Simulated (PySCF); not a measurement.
A GIAO shielding run with PySCF 2.14 (density fitting, non-relativistic, gas phase) on `C=N[C@@H](CC)[Si@@H](N)NC`, C₅H₁₅N₃Si:

```
$ OMP_NUM_THREADS=1 python probes_run.py task.json out

{"job": {"kind": "nmr", "xc": "PBE0", "basis": "pcSseg-1"}, "charge": 0, "multiplicity": 1}
C     -1.518906    -2.863200     0.100618
N     -1.125786    -1.780560     0.592725
C     -1.108806    -0.586659    -0.180139
C     -1.644376     0.552276     0.685761
C     -1.596571     1.908333    -0.002473
Si     0.713832    -0.408616    -0.745573
N      0.796976     0.642958    -2.110421
N      1.581576     0.134035     0.640748
C      3.001293     0.394875     0.607472
H     -1.476935    -3.755029     0.709158
H     -1.905382    -2.972514    -0.919768
H     -1.725270    -0.681447    -1.089153
H     -2.679791     0.318100     0.953217
H     -1.069243     0.586274     1.611567
H     -2.066050     1.854430    -0.983427
H     -0.567470     2.237528    -0.120548
H     -2.127286     2.651144     0.589893
H      1.165674    -1.694959    -1.303039
H      1.699108     0.833978    -2.512989
H      0.220884     1.467025    -2.152688
H      1.293893    -0.239679     1.533743
H      3.246247     0.855552    -0.347186
H      3.279142     1.081664     1.409191
H      3.601511    -0.515747     0.707798
```

Hardware: 1 thread of an Arm Neoverse N1, shared host. The job also computes population analyses, field gradients.

Problem. How large is the calculation?

Solution. 80 electrons, 235 basis functions and 1226 auxiliary functions.

Problem. How long does it take, and how much memory does it need?

Solution. 110 s of wall time, with 14 SCF cycles and 5 response iterations; peak memory 1.2 GiB. Times on a shared host scatter by some tens of per cent.
